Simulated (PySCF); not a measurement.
A structure optimised at B3LYP-D3(BJ)/def2-SVP, used in a PySCF frequency run:

```xyz
14

Al    -0.5503     0.4747     0.8484
H     -1.0053     1.0933     2.2416
C      0.8585     1.3035    -0.2575
C      2.1584     0.4805    -0.3687
H      1.0870     2.3120     0.1311
H      0.4451     1.4666    -1.2716
H      1.9734    -0.5265    -0.7784
H      2.6425     0.3413     0.6132
H      2.9034     0.9643    -1.0238
C     -1.3891    -1.1658     0.2000
C     -1.0990    -1.6715    -1.0139
H     -2.1279    -1.7253     0.7931
H     -1.5601    -2.5874    -1.4079
H     -0.3775    -1.1895    -1.6865
```
Charge 0, spin multiplicity 1.

Question: Write its SMILES and formula.

Answer: C=[CH][AlH][CH2]C, C4H9Al

Question: What are its rotational constants (standard atomic weights)?

Answer: 5.4452, 2.4169, 1.8347 GHz
